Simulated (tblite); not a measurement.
Species: C7H11 (doublet state).
SMILES: `CCC#C[C](C)C`

The geometry is computed with GFN2-xTB (gas phase). This method treats the open shell by occupation alone, without spin polarisation.

Take the most abundant isotopes and a rigid rotor. 

Q: Give the principal moments of inertia and the rotational constants in MHz.

A: Ia = 80.51, Ib = 462.53, Ic = 530.51 u·Å²; 505379 MHz·u·Å²/I gives A = 6278, B = 1093, C = 952.6 MHz.

Q: What kind of rotor is it?

A: A near-prolate asymmetric top: κ = (2 × 1093 − 6278 − 952.6)/(6278 − 952.6) = -0.95.

Q: What does the inertial defect say?

A: Not planar: Δ = Ic − Ia − Ib = -12.52 u·Å². For a rigid frame Δ = −2 Σ m c², so Σ m c² = 6.26 u·Å² lies off the ab plane, practically all of it from hydrogen. The atom farthest from that plane is 0.89 Å away.

Q: Where do the levels up to J = 5 lie, in MHz?

A: Above 0(0,0):
J = 1: 1(0,1) 2045, 1(1,1) 7230, 1(1,0) 7370
J = 2: 2(0,2) 6133, 2(1,2) 11181, 2(1,1) 11601, 2(2,1) 27155, 2(2,0) 27158
J = 3: 3(0,3) 12258, 3(1,3) 17105, 3(1,2) 17945, 3(2,2) 33291, 3(2,1) 33305, 3(3,1) 59567, 3(3,0) 59567
J = 4: 4(0,4) 20411, 4(1,4) 25000, 4(1,3) 26400, 4(2,3) 41470, 4(2,2) 41512, 4(3,2) 67754, 4(3,1) 67754, 4(4,1) 104533, 4(4,0) 104533
J = 5: 5(0,5) 30582, 5(1,5) 34865, 5(1,4) 36964, 5(2,4) 51690, 5(2,3) 51788, 5(3,3) 77990, 5(3,2) 77990, 5(4,2) 114766, 5(4,1) 114766, 5(5,1) 162054, 5(5,0) 162054

Q: Estimate the classical rotational partition function at 25 K, 50 K and 500 K.

A: Point group Cs, symmetry number σ = 1; q = (√π/σ)·√((kT/h)³/(ABC)), k/h = 20836.6 MHz/K: 8240 at 25 K, 23300 at 50 K, 737000 at 500 K.

For this open shell read J as N, the rotation without spin; fine and hyperfine splittings come on top. Its lowest GFN2-xTB frequency is 18i cm⁻¹, too small to tell a flat minimum from a shallow saddle. No vibrational averaging or centrifugal distortion is included, and the geometry carries the error of its method.

Time: 0.16 s of wall time. Hardware: Arm Neoverse V1, one thread (shared host). These figures are those of the optimisation.
